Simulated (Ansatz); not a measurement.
Reactions of C10H11ClOZr (`[OH][Zr]12345678([Cl])([CH]9[CH]1[CH]2[CH]3[CH]94)[CH]1[CH]5[CH]6[CH]7[CH]18`).

Calculated with Ansatz (gas phase, PBE0-D4/def2-TZVP geometries, no zero-point term in ΔE). CCSD(T)/CBS adds triple-zeta CCSD(T) − MP2 to the extrapolated MP2 energy (def2 sets, frozen cores). This one scheme is used for every species. Functionals use def2-TZVPP. Elements past krypton have def2 core potentials. For Sn, Zr outer-core shells are correlated without core-valence functions, which leaves a few kJ/mol of doubt a bond. One conformer a species, not always the lowest.

```tsv
reaction	ωB97M-V (kJ/mol)	PBE-D4 (kJ/mol)	r2SCAN-D4 (kJ/mol)	CCSD(T)/CBS(def2) (kJ/mol)
`[OH][Zr]12345678([Cl])([C@H]9[C@@H]1[C@@H]2[C@@H]3[C@H]94)[C@H]1[C@@H]5[C@@H]6[C@@H]7[C@H]18` + CH₄ → `[CH3][Zr]12345678([OH])([C@H]9[C@@H]1[C@@H]2[C@@H]3[C@H]94)[C@H]1[C@@H]5[C@@H]6[C@@H]7[C@H]18` + HCl	210	207	215	207
`[OH][Zr]12345678([Cl])([C@H]9[C@@H]1[C@@H]2[C@@H]3[C@H]94)[C@H]1[C@@H]5[C@@H]6[C@@H]7[C@H]18` + H–F → `[F][Zr]12345678([Cl])([C@H]9[C@@H]1[C@@H]2[C@@H]3[C@H]94)[C@H]1[C@@H]5[C@@H]6[C@@H]7[C@H]18` + H₂O	-61	-59	-63	-55
`[OH][Zr]12345678([Cl])([C@H]9[C@@H]1[C@@H]2[C@@H]3[C@H]94)[C@H]1[C@@H]5[C@@H]6[C@@H]7[C@H]18` + CH₄ → `[CH3][Zr]12345678([Cl])([C@H]9[C@@H]1[C@@H]2[C@@H]3[C@H]94)[C@H]1[C@@H]5[C@@H]6[C@@H]7[C@H]18` + H₂O	151	151	158	141
`[OH][Zr]12345678([Cl])([C@H]9[C@@H]1[C@@H]2[C@@H]3[C@H]94)[C@H]1[C@@H]5[C@@H]6[C@@H]7[C@H]18` + HCl → `[Cl][Zr]12345678([Cl])([C@H]9[C@@H]1[C@@H]2[C@@H]3[C@H]94)[C@H]1[C@@H]5[C@@H]6[C@@H]7[C@H]18` + H₂O	-54	-51	-51	-61
`[OH][Zr]12345678([Cl])([C@H]9[C@@H]1[C@@H]2[C@@H]3[C@H]94)[C@H]1[C@@H]5[C@@H]6[C@@H]7[C@H]18` + H₂O → `[OH][Zr]12345678([OH])([C@H]9[C@@H]1[C@@H]2[C@@H]3[C@H]94)[C@H]1[C@@H]5[C@@H]6[C@@H]7[C@H]18` + HCl	63	60	61	68
`[OH][Zr]12345678([Cl])([C@H]9[C@@H]1[C@@H]2[C@@H]3[C@H]94)[C@H]1[C@@H]5[C@@H]6[C@@H]7[C@H]18` + H–F → `[OH][Zr]12345678([F])([C@H]9[C@@H]1[C@@H]2[C@@H]3[C@H]94)[C@H]1[C@@H]5[C@@H]6[C@@H]7[C@H]18` + HCl	-3	-5	-7	9
`[OH][Zr]12345678([Cl])([C@H]9[C@@H]1[C@@H]2[C@@H]3[C@H]94)[C@H]1[C@@H]5[C@@H]6[C@@H]7[C@H]18` + `[F][Sn]([SiH3])([Cl])[Cl]` → `[OH][Zr]12345678([F])([C@H]9[C@@H]1[C@@H]2[C@@H]3[C@H]94)[C@H]1[C@@H]5[C@@H]6[C@@H]7[C@H]18` + `[SiH3][Sn]([Cl])([Cl])[Cl]`	-34	-36	-36	-28
```

Largest T1 diagnostic: 0.013, for `[OH][Zr]12345678([OH])([C@H]9[C@@H]1[C@@H]2[C@@H]3[C@H]94)[C@H]1[C@@H]5[C@@H]6[C@@H]7[C@H]18`.
